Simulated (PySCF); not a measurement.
`N[C@@]12CCC[C@]1(F)C2`, C₆H₁₀FN

Cartesian coordinates in Å; atom numbers follow the order of the lines, from 1:
```xyz
18

N    -1.759    1.397   -0.286
C    -0.731    0.406   -0.274
C     0.594    0.811   -0.897
C     1.625   -0.194   -0.359
C     1.092   -0.685    0.996
C    -0.402   -0.530    0.867
F    -1.113   -0.509    2.041
C    -1.093   -1.054   -0.359
H    -2.599    1.048    0.161
H    -1.459    2.230    0.211
H     0.834    1.825   -0.571
H     0.550    0.808   -1.985
H     2.611    0.257   -0.261
H     1.713   -1.037   -1.045
H     1.393   -1.711    1.210
H     1.437   -0.048    1.814
H    -0.562   -1.713   -1.027
H    -2.140   -1.295   -0.246
```

The calculation used PySCF, TDDFT PBE0/def2-SVPD circular dichroism and optical rotation, one conformer, gas phase. Geometry: GFN2-xTB.

The molecule is flexible and this is one conformer; a measurement averages over conformers. States above about 6.4 eV (minus the energy of the highest occupied orbital) lie near or above the ionisation threshold and depend on the basis.

(1) Draw the ECD and absorption spectra from the lowest 12 states, each a Gaussian of half-width 0.3 eV at 1/e height.

## Answers

(1) 
```csv
E (eV),λ (nm),Δε (L mol⁻¹ cm⁻¹),ε (L mol⁻¹ cm⁻¹)
5.40,230,+0.30,91.5
5.50,225,+0.81,249
5.60,221,+1.76,541
5.70,218,+3.06,944
5.80,214,+4.25,1320
5.90,210,+4.68,1480
6.00,207,+3.98,1350
6.10,203,+2.32,1030
6.20,200,+0.26,732
6.30,197,-1.58,585
6.40,194,-2.72,601
6.50,191,-2.88,721
6.60,188,-2.23,904
6.70,185,-1.42,1140
6.80,182,-1.24,1410
6.90,180,-2.04,1660
7.00,177,-3.38,1780
7.10,175,-4.38,1720
7.20,172,-4.49,1560
7.30,170,-3.91,1540
7.40,168,-3.17,1900
7.50,165,-2.54,2710
7.60,163,-1.90,3660
7.70,161,-1.23,4320
7.80,159,-0.83,4390
7.90,157,-1.23,3940
8.00,155,-3.00,3330
8.10,153,-6.52,2860
8.20,151,-11.63,2600
```
Δε uses R in velocity form, ε uses f in length form. Only the states computed contribute, so the short-wavelength end is incomplete.
